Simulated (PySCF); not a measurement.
Si(H)(Cl)2(NH2) (Cl2H3NSi), SMILES N[SiH](Cl)Cl.

The structure is a stationary point at PBE-D3(BJ)/def2-SVP. The values are those of a single conformer.

Computed with B3LYP/def2-TZVPD run with PySCF.

Isolated molecule, no solvent.

```
Item                                                                                                            Value
---------------------------------------------------------------------------------------------  ----------------------
total energy                                                                                      -1266.70395 hartree
highest occupied level                                                                                       -8.04 eV
lowest empty level                                                                                           -0.42 eV
orbital gap                                                                                                   7.61 eV
dipole moment                                                                                                  2.27 D
quadrupole, principal values (traceless, Buckingham form, about the centre of nuclear charge)   -7.77, 1.80, 5.97 D·Å
mean static polarisability                                                                       63.8 bohr³ (9.45 Å³)
polarisability, principal values                                                               55.6, 65.0, 70.8 bohr³
```
